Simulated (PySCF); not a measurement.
## Electron correlation in Zr (zirconium, neutral)

Starting occupation: [Kr] 4d2 5s2, 4d3/2 with m_j = +1/2, +3/2. All numbers are calculated (PySCF 2.14, X2C-1e with screened-nucleus spin-orbit coupling, Gaussian nucleus, in x2c-TZVPall-2c with one added diffuse shell each of s, p, d type (9s10p8d1f, 86 functions)). Frozen: [Ar] 3d10; 12 electrons correlated; the 6 highest virtual spinors left out.

MP2 pair energies summed by pair of shells (mhartree):

| pair | energy | share (%) |
| --- | --- | --- |
| 4p-4p | -100.60 | 40.6 |
| 4d-4p | -47.14 | 19.0 |
| 4p-5s | -27.38 | 11.1 |
| 4p-4s | -22.35 | 9.0 |
| 4d-5s | -17.81 | 7.2 |
| 5s-5s | -17.56 | 7.1 |
| 4s-4s | -5.40 | 2.2 |
| 4d-4s | -4.41 | 1.8 |
| 4d-4d | -3.27 | 1.3 |
| 4s-5s | -1.57 | 0.6 |

Total MP2 correlation energy: -247.48 mhartree.

The GHF reference relaxed away from the jj start to a determinant that is no pure jj level (⟨S²⟩ = 2.05, ⟨J²⟩ = 7.71); the energies belong to that determinant.

This basis was not built for core-valence correlation, so the inner-shell part is incomplete.
